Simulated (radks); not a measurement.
Results of a calculation; reference values are marked as such.
Species: the sulfur ion S3+. Configuration: [Ne] 3s2 3p1.

Code: a radial shooting solver on a logarithmic mesh with Libxc functionals. Model: non-relativistic Kohn-Sham, LDA (Slater exchange, Perdew-Wang correlation), spin-unpolarised, spherical densities, point nucleus.

Energy parts (Ry):
part                       energy
total                  -788.39274
kinetic                 786.89329
electron-nucleus      -1839.99323
Hartree                 310.73448
exchange-correlation    -46.02728

Orbitals (lengths in bohr, moments of r in powers of bohr):
| orbital | occ. | eigenvalue (Ry) | <1/r> |
|---|---|---|---|
| 1s | 2 | -178.7550 | 15.51 |
| 2s | 2 | -18.45822 | 3.042 |
| 2p | 6 | -14.57366 | 2.959 |
| 3s | 2 | -3.83088 | 0.9093 |
| 3p | 1 | -2.97066 | 0.8175 |

The highest occupied level is 3p at -40.418 eV. Summed over all electrons, <r^2> = 10.54 bohr^2, which gives a Langevin (diamagnetic) susceptibility term of -8.34 x 10^-6 cm^3/mol. Virial ratio -V/T = 2.00191. The density falls to 0.001 e/bohr^3 at r = 3.10 bohr. The electron density at the nucleus is 2660 e/bohr^3. For comparison, the ionisation energy in NIST's Atomic Spectra Database is 47.22 eV (semi-empirical). In exact Kohn-Sham theory the highest level is minus the ionisation energy, but local and semilocal functionals leave it too shallow, through self-interaction and a potential that decays too fast; potentials with the right tail come closer.

Beside tabulated values, note that spin-unpolarised runs miss the spin-polarisation part of the exchange energy of open shells.
